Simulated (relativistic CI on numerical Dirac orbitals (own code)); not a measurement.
Method of calculation: Dirac-Coulomb-Breit CI, KLI orbitals optimised for each configuration, a model potential for QED, unscaled Slater integrals (own radial code, finite nucleus).

Configuration list (outside the closed core [Ar] 3d10): 4s²4p⁶4d, 4s²4p⁶4f, 4s²4p⁵4d², 4s4p⁶4d², 4s²4p⁵4d4f, 4s4p⁶4d4f, 4s²4p⁶5s, 4s²4p⁶5p, 4s²4p⁶5d, 4s²4p⁵4d5s, 4p⁶4d²4f, 4s²4p⁶5f, 4s²4p⁵4d5p, 4s4p⁶4f5s, 4s²4p⁶5g, 4s4p⁶4d5s, 4s²4p⁵4d5d, 4s²4p⁶6s, 4p⁶4d³, 4p⁵4d⁴, 4p⁵4d³4f, 4p⁶4d4f², 4p⁶4f³, 4p⁵4d²4f², 4p⁵4d4f³, 4p⁶4f²5s, 4s4p⁶4f², 4s4p⁵4f³, 4s4p⁶4f5p, 4s4p⁵4f²5p, 4p⁶4f²5p. Double excitations out of closed p, d and f shells are left out; levels of such configurations are missing from the list, as are those of other unlisted configurations, and high levels can miss mixing partners. These lack a partner that the ground configuration has and come out too high: 4s²4p⁵4d5s, 4s²4p⁵4d5p, 4s²4p⁵4d5d, 4s²4p⁶5d, 4s²4p⁶5f.

At this charge energies of transitions that change n are usually good to better than 1 %, and those within a shell (Δn = 0) to a few per cent.

Outline of the computed level scheme of Yb XXXIV. Lowest level of each configuration: 4s²4p⁶4d ²D3/2 at 0.000 eV; 4s²4p⁵4d² ⁴D°1/2 at 137.569 eV; 4s²4p⁶4f ²F°5/2 at 194.817 eV.

Some strong electric-dipole decays among the lowest 45 levels: 4s²4p⁵4d² ²D°3/2 → 4s²4p⁶4d ²D3/2 (2.8e+12 s⁻¹); 4s²4p⁵4d² ²P°1/2 → 4s²4p⁶4d ²D3/2 (1.7e+12 s⁻¹); 4s²4p⁵4d² ²F°5/2 → 4s²4p⁶4d ²D3/2 (1.6e+12 s⁻¹); 4s²4p⁵4d² ²P°1/2 → 4s²4p⁶4d ²D3/2 (6.1e+11 s⁻¹); 4s²4p⁵4d² ²D°5/2 → 4s²4p⁶4d ²D5/2 (5.2e+11 s⁻¹); 4s²4p⁵4d² ²P°3/2 → 4s²4p⁶4d ²D5/2 (4.8e+11 s⁻¹); 4s²4p⁵4d² ²D°3/2 → 4s²4p⁶4d ²D3/2 (4.4e+11 s⁻¹); 4s²4p⁶4f ²F°5/2 → 4s²4p⁶4d ²D3/2 (3.9e+11 s⁻¹).

LS names give the leading component of a level, which can be under half, so a name can repeat, a term be missing and a line seem to break the LS rules.
